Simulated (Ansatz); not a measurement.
Ansatz (a program for electronic structure) input (RPA@PBE/cc-pVQZ):

Ansatz 0.2 input:
```yaml
crystal:
  periodic: [false, false, false]
  atoms:
    - {symbol: Se, position_ang: [-0.21872388, -0.12695634, 0.22222286]}
    - {symbol: H, position_ang: [-0.59605512, -1.20668829, -0.73806274]}
    - {symbol: F, position_ang: [0.79757714, 0.72198944, -0.84885284]}
    - {symbol: H, position_ang: [0.85447295, -0.97470113, 0.82216094]}
basis:
  gaussian:
    orbitals: cc-pVQZ
hamiltonian:
  xc: pbe
total_charge: 1
magnetization: {spin_polarized: false}
correlation: {method: rpa, electrons: outside_noble_gas}
```

End of the output:

```
integrals: 0.27 GiB planned
1116 factors; integrals over basis functions are off by at most 8.9e-4 eV
mean field: 0.93 GiB planned
mean field evaluation 1: about -68067.2273 eV, gradient 9.4e1 eV
mean field evaluation 2: about -68067.2249 eV, gradient 9.4e1 eV
mean field evaluation 4: about -68075.8767 eV, gradient 3.9e1 eV
mean field evaluation 8: about -68079.6543 eV, gradient 5.0e-1 eV
mean field evaluation 16: about -68079.6544 eV, gradient 2.4e-5 eV
mean field evaluation 32: about -68053.0017 eV, gradient 3.2e1 eV
mean field -68079.65437532 eV, -2501.8811522458 hartree, gradient 2.1e-6 eV, S^2 0.000000; 0 other end points of the search recorded, 0 dependent functions left out
15 core orbitals not correlated
reference -68032.68646427 eV, -2500.1551133506 hartree; 7, 7 occupied and 161, 161 virtual orbitals, 1116 factors
Total energy: -68052.81609071 eV, -2500.8948634782 hartree
```

It need not be the lowest isomer of its formula.
